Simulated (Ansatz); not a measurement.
`C[N]=[W]([CH3])(=[O])[F]`. Total charge 0; spin multiplicity 1. W: def2 effective core potential. The geometry is a stationary point of PBE0-D4/def2-TZVP.

```xyz
12

C     2.152   -0.298   -0.557
N     0.809   -0.533   -0.168
W    -0.920   -0.544   -0.378
C    -1.574    0.857    1.062
O    -1.299    0.156   -1.885
F    -1.650   -2.248   -0.085
H     2.211    0.184   -1.540
H     2.639    0.354    0.176
H     2.713   -1.237   -0.589
H    -1.306    0.503    2.062
H    -1.115    1.836    0.911
H    -2.661    0.969    0.993
```

(1) What is the dipole moment at ωB97M-V/def2-TZVPP? (Estimate.)

(2) And with PBE, r2SCAN, B3LYP? (An estimate is asked.)

(3) Give the Mulliken charges with ωB97M-V, r2SCAN, PBE in def2-TZVPP. (Best estimate.)

## Answers

(1) The calculation gave: 2.41 D, with components (1.46, 0.71, 1.78) D in this frame, pointing from negative to positive charge.

(2) Ansatz gave: PBE 2.37 D, r2SCAN 2.44 D, B3LYP 2.48 D.

(3) Ansatz gave: 
| atom | ωB97M-V | r2SCAN | PBE |
| --- | --- | --- | --- |
| C1 | -0.19 | 0.00 | -0.14 |
| N2 | -0.36 | -0.40 | -0.31 |
| W3 | 1.09 | 1.11 | 0.89 |
| C4 | -0.57 | -0.42 | -0.46 |
| O5 | -0.41 | -0.42 | -0.36 |
| F6 | -0.34 | -0.34 | -0.30 |
| H7 | 0.12 | 0.07 | 0.11 |
| H8 | 0.12 | 0.07 | 0.10 |
| H9 | 0.13 | 0.07 | 0.11 |
| H10 | 0.14 | 0.09 | 0.12 |
| H11 | 0.14 | 0.10 | 0.12 |
| H12 | 0.13 | 0.09 | 0.11 |

B3LYP here is the variant with VWN-RPA as its local correlation; programs differ in this.
